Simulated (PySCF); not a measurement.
**ECD: `F[C@]1(C#C)[SiH2]C[C@H]1C`, C6H9FSi**

Geometry:
```csv
atom,x (Å),y (Å),z (Å)
C1,2.372,-1.529,0.120
C2,1.542,-0.722,0.428
C3,0.577,0.272,0.809
F4,0.613,0.434,2.200
Si5,0.630,1.931,-0.213
C6,-0.937,1.034,-0.833
C7,-0.871,0.004,0.318
C8,-1.182,-1.426,-0.086
H9,3.089,-2.243,-0.157
H10,0.404,3.094,0.637
H11,1.756,2.075,-1.129
H12,-0.800,0.546,-1.797
H13,-1.876,1.581,-0.876
H14,-1.541,0.306,1.127
H15,-1.077,-2.094,0.766
H16,-0.503,-1.758,-0.868
H17,-2.203,-1.493,-0.458
```

Theory: TDDFT wB97X-D/def2-SVPD circular dichroism and optical rotation, one conformer, gas phase in PySCF. Geometry: GFN2-xTB.

(1) Assign R or S to each stereocentre.

(2) List the lowest 12 singlet excitations with oscillator and rotatory strengths.

Answers

(1) C3 S, C7 R.

(2) Rotatory strengths R in 10⁻⁴⁰ esu² cm², velocity form and length form (origin at the centre of mass); f in length form.
| state | E (eV) | λ (nm) | f | R (velocity) | R (length) | main |
| --- | --- | --- | --- | --- | --- | --- |
| 1 | 5.58 | 222 | 0.010 | -15.9 | -15.9 | HOMO→LUMO 0.54, HOMO→LUMO+1 0.34 |
| 2 | 6.48 | 191 | 0.037 | +21.8 | +21.6 | HOMO→LUMO+1 0.26, HOMO−1→LUMO 0.15 |
| 3 | 6.72 | 184 | 0.045 | +50.1 | +49.7 | HOMO→LUMO 0.23, HOMO→LUMO+1 0.17 |
| 4 | 7.05 | 176 | 0.010 | -20.8 | -21.0 | HOMO−1→LUMO+3 0.18, HOMO−1→LUMO 0.16 |
| 5 | 7.27 | 171 | 0.033 | -64.0 | -63.1 | HOMO−2→LUMO 0.61, HOMO−1→LUMO 0.16 |
| 6 | 7.38 | 168 | 0.008 | +4.2 | +3.8 | HOMO−3→LUMO 0.28, HOMO→LUMO+2 0.20 |
| 7 | 7.46 | 166 | 0.056 | +30.4 | +27.8 | HOMO→LUMO+2 0.47, HOMO→LUMO+5 0.09 |
| 8 | 7.72 | 161 | 0.007 | +7.0 | +7.8 | HOMO−2→LUMO+1 0.63, HOMO−1→LUMO+1 0.18 |
| 9 | 7.90 | 157 | 0.197 | +5.9 | +12.5 | HOMO→LUMO+3 0.24, HOMO→LUMO+4 0.14 |
| 10 | 8.11 | 153 | 0.034 | +25.5 | +25.5 | HOMO−4→LUMO 0.31, HOMO−1→LUMO+1 0.11 |
| 11 | 8.17 | 152 | 0.090 | +11.3 | +10.5 | HOMO→LUMO+4 0.44, HOMO→LUMO+3 0.22 |
| 12 | 8.20 | 151 | 0.012 | -46.9 | -46.4 | HOMO−3→LUMO 0.20, HOMO−4→LUMO 0.13 |

Among the states computed, the strongest CD band (largest |R|) is state 5. The largest dissymmetry factor in size, g = 4R/(D+G), with D and G the electric and magnetic dipole strengths, is -0.045 for state 12 (velocity form, f = 0.013), among bands with |R| over 0.5. The mirror image has the same energies and oscillator strengths and all R with the opposite sign.
